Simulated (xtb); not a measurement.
Cl3Ga, charge -1, doublet, geometry from GFN2-xTB (such geometries of metal compounds can be far from the true shape) (a state made from the parent by changing its charge; the spin is typed, not shown lowest), atoms displaced at random by about 0.06 Å a coordinate; GFN2-xTB (xtb).

Input for xtb:
```
$ xtb mol.xyz --gfn 2 --chrg -1 --uhf 1 --ohess --json

# file mol.xyz
4

Ga    -0.18663819     0.22731362     0.39485893
Cl    -1.60693920    -1.19394200    -0.49341302
Cl     0.13001653     1.92656140    -1.00696562
Cl     1.82389134    -1.03654208     0.74399869
```

Q: What does xtb print? Leave out banner, timings and long lists.

A: 
```
   ID    Z sym.   atoms
    1   31 Ga     1
    2   17 Cl     2-4

           -------------------------------------------------
          |                Calculation Setup                |
           -------------------------------------------------

           -------------------------------------------------
          |                 G F N 2 - x T B                 |
           -------------------------------------------------

          ...................................................
          :                      SETUP                      :
          :.................................................:
          :  # basis functions                  40          :
          :  # atomic orbitals                  36          :
          :  # shells                           12          :
          :  # electrons                        25          :
          :  max. iterations                   250          :
          :  Hamiltonian                  GFN2-xTB          :
          :  restarted?                      false          :
          :  GBSA solvation                  false          :
          :  PC potential                    false          :
          :  electronic temp.          300.0000000     K    :
          :  accuracy                    1.0000000          :
          :  -> integral cutoff          0.2500000E+02      :
          :  -> integral neglect         0.1000000E-07      :
          :  -> SCF convergence          0.1000000E-05 Eh   :
          :  -> wf. convergence          0.1000000E-03 e    :
          :  Broyden damping             0.4000000          :
          :  net charge                         -1          :
          :  unpaired electrons                  1          :
          ...................................................

 iter      E             dE          RMSdq      gap      omega  full diag
   1    -15.2629292 -0.152629E+02  0.646E+00    6.45       0.0  T
   2    -15.2809016 -0.179723E-01  0.428E+00    6.64       1.0  T
   3    -15.2821338 -0.123228E-02  0.189E+00    6.76       1.0  T
   4    -15.2826022 -0.468318E-03  0.532E-01    6.74       1.0  T
   5    -15.2827002 -0.980525E-04  0.316E-01    6.75       1.0  T
   6    -15.2827432 -0.430003E-04  0.168E-01    6.72       1.0  T
   7    -15.2827601 -0.168326E-04  0.115E-01    6.73       1.0  T
   8    -15.2827836 -0.235002E-04  0.299E-02    6.73       1.7  T
   9    -15.2827847 -0.111397E-05  0.148E-02    6.73       3.4  T
  10    -15.2827851 -0.442326E-06  0.649E-03    6.73       7.7  T
  11    -15.2827851  0.282437E-08  0.663E-03    6.73       7.5  T
  12    -15.2827852 -0.708219E-07  0.114E-03    6.73      43.8  T
  13    -15.2827852 -0.289385E-08  0.271E-04    6.73     184.3  T
  14    -15.2827852 -0.635829E-10  0.157E-04    6.73     318.9  T

   *** convergence criteria satisfied after 14 iterations ***

         :::::::::::::::::::::::::::::::::::::::::::::::::::::
         ::                     SUMMARY                     ::
         :::::::::::::::::::::::::::::::::::::::::::::::::::::
         :: total energy             -15.279459097092 Eh    ::
         :: gradient norm              0.019451865321 Eh/a0 ::
         :: HOMO-LUMO gap              6.726634971842 eV    ::
         ::.................................................::
         :: SCC energy               -15.282783528063 Eh    ::
         :: -> isotropic ES            0.108029820923 Eh    ::
         :: -> anisotropic ES         -0.005753865372 Eh    ::
         :: -> anisotropic XC         -0.005012067911 Eh    ::
         :: -> dispersion             -0.004091270250 Eh    ::
         :: repulsion energy           0.003324430971 Eh    ::
         :: add. restraining           0.000000000000 Eh    ::
         :: total charge              -1.000000000000 e     ::
         :::::::::::::::::::::::::::::::::::::::::::::::::::::

      -----------------------------------------------------------
[...]
 * total energy  :   -15.2794591 Eh     change       -0.3518430E-10 Eh
 * total energy  :   -15.2813656 Eh     change       -0.1906538E-02 Eh
 * total energy  :   -15.2815378 Eh     change       -0.1721393E-03 Eh
 * total energy  :   -15.2815490 Eh     change       -0.1122920E-04 Eh
 * total energy  :   -15.2815504 Eh     change       -0.1428842E-05 Eh
   *** GEOMETRY OPTIMIZATION CONVERGED AFTER 5 ITERATIONS ***
         :: total energy             -15.281550432877 Eh    ::
[...]
 Raman intensities (Ä⁴*amu⁻¹)
   1:  0.00   2:  0.00   3:  0.00   4:  0.00   5:  0.00   6:  0.00   7:  0.00   8:  0.00
   9:  0.00  10:  0.00  11:  0.00  12:  0.00
 output can be read by thermo (or use thermo option).
 writing <g98.out> molden fake output.
 recommended (thermochemical) frequency scaling factor: 1.0
           -------------------------------------------------
          |             Thermodynamic Functions             |
           -------------------------------------------------

c3v symmetry found (for desy threshold:  0.10E+00) used in thermo

          ...................................................
          :                      SETUP                      :
          :.................................................:
          :  # frequencies                           6      :
          :  # imaginary freq.                       0      :
          :  linear?                             false      :
          :  only rotor calc.                    false      :
          :  symmetry                              c3v      :
          :  rotational number                       3      :
          :  scaling factor                  1.0000000      :
          :  rotor cutoff                   50.0000000 cm⁻¹ :
          :  imag. cutoff                  -20.0000000 cm⁻¹ :
          :.................................................:

    mode    ω/cm⁻¹     T·S(HO)/kcal·mol⁻¹    T·S(FR)/kcal·mol⁻¹   T·S(vib)
   ------------------------------------------------------------------------
       1     76.98    -1.18262 ( 84.89%)    -0.92854 ( 15.11%)    -1.14422
       2     77.20    -1.18095 ( 85.03%)    -0.92769 ( 14.97%)    -1.14305
       3     90.94    -1.08517 ( 91.63%)    -0.87917 (  8.37%)    -1.06793
       4    241.71    -0.53376 ( 99.82%)    -0.58969 (  0.18%)    -0.53386
       5    241.97    -0.53320 ( 99.82%)    -0.58938 (  0.18%)    -0.53330
       6    251.49    -0.51285 ( 99.84%)    -0.57795 (  0.16%)    -0.51296
   ------------------------------------------------------------------------

   temp. (K)  partition function   enthalpy   heat capacity  entropy
                                   cal/mol     cal/K/mol   cal/K/mol   J/K/mol
 298.15  VIB   87.5                 2379.231     10.821     16.554
         ROT  0.148E+06              888.752      2.981     26.638
         INT  0.129E+08             3267.983     13.802     43.191
         TR   0.226E+28             1481.254      4.968     41.386
         TOT                        4749.2373    18.7700    84.5769   353.8697

       T/K    H(0)-H(T)+PV         H(T)/Eh          T*S/Eh         G(T)/Eh
   ------------------------------------------------------------------------
    298.15    0.756839E-02    0.980164E-02    0.401852E-01   -0.303836E-01
   ------------------------------------------------------------------------

         :::::::::::::::::::::::::::::::::::::::::::::::::::::
         ::                  THERMODYNAMIC                  ::
         :::::::::::::::::::::::::::::::::::::::::::::::::::::
         :: total free energy         -15.311933997492 Eh   ::
         ::.................................................::
         :: total energy              -15.281550432885 Eh   ::
         :: zero point energy           0.002233253593 Eh   ::
         :: G(RRHO) w/o ZPVE           -0.032616818200 Eh   ::
         :: G(RRHO) contrib.           -0.030383564607 Eh   ::
         :::::::::::::::::::::::::::::::::::::::::::::::::::::

optimized geometry written to: xtbopt.xyz

           -------------------------------------------------
          | TOTAL ENERGY              -15.281550432885 Eh   |
          | TOTAL ENTHALPY            -15.271748787932 Eh   |
          | TOTAL FREE ENERGY         -15.311933997492 Eh   |
          | GRADIENT NORM               0.000261856958 Eh/α |
          | HOMO-LUMO GAP               7.017601944912 eV   |
           -------------------------------------------------

normal termination of xtb
```
